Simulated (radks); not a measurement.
Numerical settings for neutral oxygen, [He] 2s2 2p4. Method: Dirac Kohn-Sham, PBE, spin-unpolarised, spherical densities, finite nucleus; open shells fill j = l - 1/2 first; Fermi nuclear charge, rms radius 2.6991 fm; computed with a radial shooting solver on a logarithmic mesh with Libxc functionals. The defaults (mesh step 0.008 in ln r, mesh end at 40 bohr or more with all orbitals vanishing there, Anderson mixing 0.5 over 9 steps, residual threshold near 1e-9 with the energy settled to 1e-9 hartree or 1e-11 of itself, here a cap of 84 iterations) give E = -75.0027 hartree and 2p3/2 at -9.013 eV in 14 iterations. Run on one thread of a shared host, so times are rough (Arm Neoverse N1): 0.06 s of CPU time, 0.06 s wall, 14 iterations on 2208 mesh points. Changes against that run (0 stands for a change within the tolerance of the run):

setting                    iterations  converged  E (mhartree)  e(2p3/2) (meV)  CPU (s)
mesh step in ln r 0.05             14        yes             0               0     0.02
mesh step in ln r 0.03             14        yes             0               0     0.03
mesh step in ln r 0.003            14        yes             0               0     0.15
mesh end (bohr) 5                  14        yes         +6.82            +382     0.06
mesh end (bohr) 20                 14        yes             0               0     0.06
residual threshold 0.01             8        yes             0            -1.3     0.04
residual threshold 0.001            8        yes             0            -1.3     0.04
mixing 0.05                        18        yes             0               0     0.08
linear mixing, mixing 0.5          30        yes             0               0     0.11
linear mixing, mixing 0.2          84         no             0               0     0.25
mixing history 20                  18        yes             0               0     0.08
iteration cap 3                     3         no        +0.703             -63     0.02

Settings that end as converged yet miss the energy by more than 1 mhartree: mesh end (bohr) 5 (+0.00682 hartree). A mesh that ends early acts as a hard wall.
